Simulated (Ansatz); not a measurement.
Reaction (atomization): `CN/C(=C\C(=O)OC)OC` → 6 C• + 11 H• + N• + 3 O•

Gas-phase electronic energies from Ansatz, PBE0-D4/def2-TZVP geometries. CCSD(T)/CBS is the MP2 limit (def2-TZVPP, def2-QZVPP) plus CCSD(T) − MP2 in def2-TZVPP, frozen cores. This one scheme is used for every species, atoms too. For atomizations the MP2-based limit and the directly extrapolated one differ by several kJ/mol either way, and by 10 to 25 for some Ge, Se and Sn compounds, so smaller differences from it don't rank the levels. DFT in def2-TZVPP. B3LYP here is the variant with VWN-RPA as its local correlation; programs differ in this. HSE06 is defined as in plane-wave codes. Open shells (•) are unrestricted, without spin–orbit coupling. Spin–orbit coupling would lower the free atoms: a little for C, O. One conformer a species, not always the lowest.

What is ΔE at CCSD(T)/CBS? (Estimate.)

Computed: +8747.8 kJ/mol.

What do these levels give: B97M-V, HSE06-D4, CAM-B3LYP-D4, PBE-QIDH, PBE, revPBE, r2SCAN, PBE0, B3LYP, BHLYP, CAM-B3LYP, SCS-MP2/def2-TZVPP? (An estimate is asked.)

Computed: B97M-V 8782.7, HSE06-D4 8856.0, CAM-B3LYP-D4 8832.1, PBE-QIDH 8728.4, PBE 9035.7, revPBE 8667.7, r2SCAN 8802.4, PBE0 8807.8, B3LYP 8712.8, BHLYP 8391.8, CAM-B3LYP 8791.8, SCS-MP2/def2-TZVPP 8642.0 kJ/mol.

Largest T1 diagnostic among the species: 0.014.

From BLYP to BHLYP (50 % exact exchange), in def2-TZVPP and without D4, ΔE moves by −331.0 kJ/mol: exact exchange takes away binding that semilocal exchange gives to molecules. At CCSD(T), def2-SVP lies −393.5 kJ/mol from the extrapolated value and def2-TZVPP −231.2 kJ/mol: correlation converges slowly with the basis, and small sets miss more of it in the bonded molecule than in its fragments. The D4 term adds +74.2 kJ/mol with B3LYP and +40.2 kJ/mol with PBE0; it sums over pairs of atoms, weighted by their polarisabilities, and B3LYP, whose exchange is more repulsive, gets the larger term.
